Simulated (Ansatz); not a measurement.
Geometry optimisation, Ansatz, RKS PBE/def2-SVP.

Input:

```yaml
crystal:
  periodic: [false, false, false]
  atoms:
    - { symbol: Ti, position_ang: [0.0, 0.0, 0.0] }
    - { symbol: Cl, position_ang: [0.0, 0.0, 2.37] }
    - { symbol: F, position_ang: [1.7257, 0.0, -0.6094] }
    - { symbol: O, position_ang: [-0.9043, 1.5667, -0.6394] }
    - { symbol: H, position_ang: [-1.8621, 1.336, -0.8617] }
    - { symbol: O, position_ang: [-0.9043, -1.5667, -0.6394] }
    - { symbol: H, position_ang: [-1.359, -2.0324, 0.133] }
basis:
  gaussian: { orbitals: def2-SVP }
hamiltonian:
  xc: pbe
relax:
  f_tol: 0.02
  max_steps: 40
output:
  orbitals: {}
```

Command:

```bash
$ ansatz run input.yaml --threads 2 --pin off --max-ram 3072MiB --backend cpu --events-out ev --progress --plain --runs-dir out
```

Question: Where does it end, and by what steps?

Answer: The forces met the threshold. The force dipped under the threshold on the way, but the program's further checks kept it going. After 35 steps the energy has fallen by 0.756 eV; H7 moved furthest, 0.68 Å.

| step | energy less start (eV) | largest force component (eV/Å) | accepted |
| --- | --- | --- | --- |
| 0 | 0.0000 | 2.556 | yes |
| 2 | -0.6803 | 0.274 | yes |
| 4 | -0.7280 | 0.515 | yes |
| 6 | -0.7422 | 0.091 | yes |
| 8 | -0.7430 | 0.010 | yes |
| 10 | -0.7431 | 0.009 | yes |
| 12 | -0.7431 | 0.032 | yes |
| 14 | -0.7432 | 0.012 | yes |
| 16 | -0.7434 | 0.115 | yes |
| 18 | -0.7437 | 0.048 | yes |
| 20 | -0.7073 | 1.709 | no |
| 22 | -0.7429 | 0.460 | no |
| 24 | -0.7450 | 0.061 | yes |
| 26 | -0.7459 | 0.087 | yes |
| 28 | -0.7490 | 0.097 | yes |
| 30 | -0.7505 | 0.081 | yes |
| 32 | -0.7526 | 0.352 | yes |
| 34 | -0.7562 | 0.059 | yes |
| 35 | -0.7565 | 0.009 | yes |

```xyz
7
Properties=species:S:1:pos:R:3
Ti -0.108 0.007 0.103
Cl 0.073 0.269 2.303
F 1.493 -0.223 -0.578
O -0.863 1.445 -0.631
H -1.792 1.582 -0.892
O -1.124 -1.410 -0.226
H -0.984 -2.367 -0.326
```

Whether the end is a true minimum wasn't checked by a vibrational analysis.

Time of the run: 75 s on 2 threads of Arm Neoverse V2 (shared host), peak memory 0.16 GiB.
